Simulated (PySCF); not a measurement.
Computed vibrations of [Pb(OH)5]−

[Pb(OH)5]− (singlet). PySCF 2.14.0, RKS PBE, Pb def2-SVP with ECP60, O def2-SVP, H def2-SVP; non-relativistic Hamiltonian with scalar-relativistic core potentials where named; density fitting; no spin-orbit coupling. Central differences of gradients.

```xyz
11

Pb    0.0195    0.0160   -0.0119
O    -0.1899    0.1526    2.1499
H     0.7729    0.1007    2.3339
O     2.1891   -0.0352    0.3062
H     2.3517   -0.9409   -0.0315
O    -0.1217    1.8421   -1.1587
H    -1.1038    1.8395   -1.1940
O    -2.1853   -0.1651   -0.2027
H    -2.4117   -0.1619    0.7505
O     0.1314   -1.9246   -0.9932
H    -0.8412   -2.0612   -1.0108
```

Run from Python with OMP_NUM_THREADS=2. Where DIIS fails, smearing, a level shift and second-order steps follow.
It took 6.5 min on 2 threads of Arm Neoverse V1, on a shared host.

**Question.** What are the harmonic wavenumbers and infrared intensities?

**Answer.** Negative numbers are unstable modes, those under 60 cm⁻¹ near the noise; a finer grid moves soft modes by up to 10 cm⁻¹.
```json
{"cm⁻¹": "68", "km/mol": "0.9", "symmetry": ""}
{"cm⁻¹": "71", "km/mol": "0.1", "symmetry": ""}
{"cm⁻¹": "110", "km/mol": "9.2", "symmetry": ""}
{"cm⁻¹": "118", "km/mol": "0.6", "symmetry": ""}
{"cm⁻¹": "124", "km/mol": "31.8", "symmetry": ""}
{"cm⁻¹": "127", "km/mol": "22.4", "symmetry": ""}
{"cm⁻¹": "136", "km/mol": "8.6", "symmetry": ""}
{"cm⁻¹": "257", "km/mol": "45.2", "symmetry": ""}
{"cm⁻¹": "286", "km/mol": "38.2", "symmetry": ""}
{"cm⁻¹": "410", "km/mol": "90.9", "symmetry": ""}
{"cm⁻¹": "417", "km/mol": "7.9", "symmetry": ""}
{"cm⁻¹": "434", "km/mol": "21.0", "symmetry": ""}
{"cm⁻¹": "438", "km/mol": "39.2", "symmetry": ""}
{"cm⁻¹": "448", "km/mol": "88.1", "symmetry": ""}
{"cm⁻¹": "460", "km/mol": "1.3", "symmetry": ""}
{"cm⁻¹": "474", "km/mol": "120.9", "symmetry": ""}
{"cm⁻¹": "486", "km/mol": "133.1", "symmetry": ""}
{"cm⁻¹": "804", "km/mol": "64.2", "symmetry": ""}
{"cm⁻¹": "844", "km/mol": "92.8", "symmetry": ""}
{"cm⁻¹": "892", "km/mol": "56.5", "symmetry": ""}
{"cm⁻¹": "902", "km/mol": "147.3", "symmetry": ""}
{"cm⁻¹": "940", "km/mol": "92.2", "symmetry": ""}
{"cm⁻¹": "3611", "km/mol": "9.0", "symmetry": ""}
{"cm⁻¹": "3618", "km/mol": "10.4", "symmetry": ""}
{"cm⁻¹": "3628", "km/mol": "7.1", "symmetry": ""}
{"cm⁻¹": "3654", "km/mol": "10.8", "symmetry": ""}
{"cm⁻¹": "3659", "km/mol": "5.7", "symmetry": ""}
```

**Question.** Is this a minimum?

**Answer.** Yes. Ideal gas at 298.15 K and 1 bar: S = 440.9 J/(mol K), Cp = 161.6 J/(mol K), H − H(0 K) = 32.0 kJ/mol (rigid rotor, harmonic modes, spin degeneracy alone).
